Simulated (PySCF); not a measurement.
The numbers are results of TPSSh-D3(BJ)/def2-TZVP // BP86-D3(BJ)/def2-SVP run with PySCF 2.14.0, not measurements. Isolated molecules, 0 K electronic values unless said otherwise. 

Reference species: [Zr(F)3(H)] (neutral, multiplicity 1).

```yaml
charge on the central atom (Mulliken): 1.50 e
mean_distance_from_the_central_atom_to_its_bonded_neighbours: 1.892 Å
```

Changed species: [Zr(F)4] (0 of 4 F replaced by H; the reference has 1 of 4 F replaced by H).

Q: What does the change do to the charge on the central atom (Mulliken) and mean distance from the central atom to its bonded neighbours?

A: the charge on the central atom (Mulliken) rises by 0.31 e, to 1.81 e; the mean distance from the central atom to its bonded neighbours increases by 0.016 Å, to 1.908 Å.
